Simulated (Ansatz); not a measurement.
Consider the substitution at a C–B bond: `B/C=C(\F)C=C` + H–F → `C=C/C(F)=C\F` + BH₃.

Computed with Ansatz on PBE0-D4/def2-TZVP structures; ΔE is electronic, products minus reactants. CBS: MP2 limit from def2 TZ/QZ plus the TZ coupled-cluster correction, frozen cores. This one scheme is used for every species. Double bonds are as drawn, so ΔE can hold a change between cis and trans. DFT in def2-TZVPP. B3LYP here is the variant with VWN-RPA as its local correlation; programs differ in this. Each species was taken in one conformer, which may not be the lowest.

`B/C=C(\F)C=C`:

```xyz
12

B    -0.059   -0.230    2.539
C     0.107   -0.659    1.087
C    -0.038    0.159    0.025
F    -0.348    1.441    0.199
C     0.112   -0.219   -1.364
C    -0.042    0.625   -2.383
H     0.090   -1.031    3.416
H    -0.336    0.898    2.816
H     0.360   -1.682    0.822
H     0.365   -1.260   -1.534
H     0.082    0.292   -3.406
H    -0.294    1.665   -2.219
```

H–F:

Z-matrix (Å, degrees):
```
F
H 1 0.920
```

`C=C/C(F)=C\F`:

Cartesian coordinates in Å:
```
C -0.569 -1.523 -0.878
C -0.017 -0.744 0.049
C 0.022 0.694 -0.033
F -0.539 1.248 -1.119
C 0.558 1.528 0.856
F 1.137 1.066 1.965
H -1.030 -1.107 -1.765
H -0.572 -2.600 -0.768
H 0.443 -1.167 0.935
H 0.566 2.605 0.757
```

BH₃:

```xyz
4

B     0.000    0.000    0.000
H    -0.112   -0.824    0.856
H    -0.399   -0.226   -1.102
H     0.511    1.050    0.246
```

(1) Is it downhill or uphill in electronic energy at CCSD(T)/CBS, and by how much? (An estimate is asked.)

(2) What do these levels give: PBE-D4, PBE0-D4, B3LYP-D4, ωB97X-V, ωB97M-V, r2SCAN, B3LYP, HF/def2-TZVPP, CCSD/def2-TZVPP, CCSD(T)/def2-TZVPP, SCS-MP2/def2-QZVPP, HF/CBS(def2)? (Best estimate.)

Largest T1 diagnostic among the species: 0.012.

Results:

(1) Ansatz gave: Uphill: ΔE = +146.6 kJ/mol.

(2) The calculation gave: PBE-D4 141.2, PBE0-D4 142.9, B3LYP-D4 135.9, ωB97X-V 129.3, ωB97M-V 135.9, r2SCAN 139.9, B3LYP 130.8, HF/def2-TZVPP 121.6, CCSD/def2-TZVPP 137.9, CCSD(T)/def2-TZVPP 140.8, SCS-MP2/def2-QZVPP 145.6, HF/CBS(def2) 121.9 kJ/mol.

The D4 term adds +5.0 kJ/mol with B3LYP and +2.8 kJ/mol with PBE0; it sums over pairs of atoms, weighted by their polarisabilities, and B3LYP, whose exchange is more repulsive, gets the larger term. In def2-TZVPP, CCSD(T) changes the Hartree–Fock value by +19.3 kJ/mol (the triples alone add +3.0 kJ/mol) and MP2 by +33.4 kJ/mol.
